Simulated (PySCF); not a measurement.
**NaBi⁺: frontier orbitals**

HSE06 at R = 3.440 Å; basis Na def2-SVPD, Bi def2-SVPD with ECP60; scalar-relativistic core potentials; PySCF 2.14. State: ⁴Σ⁻ (quartet), unpaired electrons σ ↑, π ↑↑. Only the outer orbitals are listed, counted within each symmetry, core potentials removing the inner ones.

```csv
spin,orbital,occ.,ε (eV),on Na (%),main shells (%)
α,7σ,1,-20.58,0,99 Bi s
α,8σ,1,-10.56,12,86 Bi p
α,4π,1,-9.95,1,99 Bi p
α,4π,1,-9.95,1,99 Bi p
α,9σ,0,-6.30,90,90 Na s
α,5π,0,-4.11,88,"88 Na p, 11 Bi d"
α,5π,0,-4.11,88,"88 Na p, 11 Bi d"
β,7σ,1,-18.28,1,99 Bi s
β,8σ,0,-7.96,30,"69 Bi p, 24 Na s"
β,4π,0,-7.03,3,97 Bi p
β,4π,0,-7.03,3,97 Bi p
```

Question: Which are the highest filled and the lowest empty level, where do they sit, and how wide is the gap?

Answer: Highest filled α 4π at -9.95 eV (in %: 99 Bi p); lowest empty β 8σ at -7.96 eV (in %: 69 Bi p, 24 Na s); the gap at HSE06 is 1.99 eV.

```
bond order (Mayer)                                                                                                 : 0.28
⟨S²⟩                                                                                                               : 3.752
charge on Na (Mulliken, basis-dependent)                                                                           : 0.84
charge on Na (Löwdin, basis-dependent)                                                                             : 0.69
dipole moment (positive dipole points towards Bi; it is taken about the centre of mass and depends on that origin) : -11.63 D
```

Spin–orbit coupling is left out, which matters for elements this heavy, above all for dissociation energies. The state is the lowest determinant that a PBE0 search found; another state may lie lower at other levels.
